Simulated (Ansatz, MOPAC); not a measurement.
Species: SbH2, net charge 1, singlet state. SMILES of the parent species: [SbH2]

Atoms: Sb1, H2, H3. Bonds: Sb1-H2, Sb1-H3.

Bond lengths (Å) and angles (degrees) optimised at PM3 with MOPAC; MNDO with MOPAC; MP2/6-31G* with LANL2DZ past Ar with Ansatz (a first-principles code), each started from the B3LYP-D3(BJ)/def2-TZVP structure (Ansatz) of the last column. A row stands for all coordinates that are equal there. 6-31G* holds six Cartesian d functions. No wavenumbers were computed at MNDO, MP2/6-31G* with LANL2DZ past Ar, so these may be saddle points.

```csv
coordinate,PM3,MNDO,MP2/6-31G* with LANL2DZ past Ar,B3LYP-D3(BJ)/def2-TZVP
Sb1-H2,1.689,1.501,1.714,1.714
H2-Sb1-H3,92.9,94.8,91.3,90.2
```

Mean signed difference of all 2 bond lengths from B3LYP-D3(BJ)/def2-TZVP: PM3 -0.025 Å, MNDO -0.213 Å, MP2/6-31G* with LANL2DZ past Ar 0.000 Å.
